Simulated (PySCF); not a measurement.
SMILES Fc1c(F)c(F)c(-c2ccccc2)c(F)c1F (GFN2-xTB optimised geometry):

```
22

F     -1.702    -4.095     0.001
C     -1.033    -2.942     0.000
C     -1.724    -1.733    -0.001
F     -3.059    -1.729    -0.001
C     -1.015    -0.536    -0.001
F     -1.689     0.617    -0.001
C      0.376    -0.512     0.000
C      1.122     0.771     0.002
C      1.477     1.365     1.206
C      2.172     2.561     1.205
C      2.515     3.165     0.007
C      2.161     2.573    -1.193
C      1.465     1.377    -1.200
C      1.045    -1.732     0.000
F      2.382    -1.744     0.000
C      0.359    -2.942     0.000
F      1.025    -4.098     0.000
H      1.207     0.890     2.137
H      2.447     3.020     2.142
H      3.059     4.098     0.009
H      2.427     3.041    -2.129
H      1.187     0.912    -2.133
```

Calculation: PBE/def2-SVP (PySCF).

What are the frontier orbital energies and the dipole moment?

HOMO-2 -6.59 eV, HOMO-1 -6.42 eV, HOMO -6.14 eV, LUMO -1.52 eV, LUMO+1 -1.45 eV; dipole moment 1.94 D.

Meta-Löwdin charges at PBE/def2-SVP: F1 -0.20, C2 0.21, C3 0.19, F4 -0.21, C5 0.23, F6 -0.21, C7 -0.06, C8 0.00, C9 -0.10, C10 -0.10, C11 -0.10, C12 -0.10, C13 -0.10, C14 0.23, F15 -0.21, C16 0.19, F17 -0.21, H18 0.11, H19 0.11, H20 0.11, H21 0.11, H22 0.11.
